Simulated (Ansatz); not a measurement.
oxygen atom (O), triplet; MP2/cc-pVTZ run with Ansatz (a program for electronic structure).

Here is a job for Ansatz.
Ansatz 0.2 input:
```yaml
crystal:
  periodic: [false, false, false]
  atoms:
    - {symbol: O, position_ang: [0.00000000, 0.00000000, 0.00000000]}
basis:
  gaussian:
    orbitals: cc-pVTZ
magnetization: {spin_polarized: true, initial_magnetization: 2}
correlation: {method: mp2}
```

It wrote (shortened):

```
Functional definition: HF
179 factors; integrals over basis functions are off by at most 2.0e-4 eV
mean field evaluation 1: about -2035.4354 eV, gradient 8.6e0 eV
mean field evaluation 2: about -2035.4368 eV, gradient 8.6e0 eV
mean field evaluation 4: about -2035.7264 eV, gradient 8.3e-1 eV
mean field evaluation 8: about -2035.7316 eV, gradient 1.4e-3 eV
mean field evaluation 16: about -2035.7316 eV, gradient 7.3e-6 eV
mean field -2035.73160406 eV, -74.8117565807 hartree, gradient 3.6e-6 eV, S^2 2.007200; 3 other end points of the search recorded, 0 dependent functions left out
1 core orbitals not correlated
reference -2035.73160406 eV, -74.8117565807 hartree; 4, 2 occupied and 25, 27 virtual orbitals, 179 factors
second order -3.89518861 eV of doubles, -0.00000000 eV of singles
Total energy: -2039.62679267 eV, -74.9549021218 hartree
```
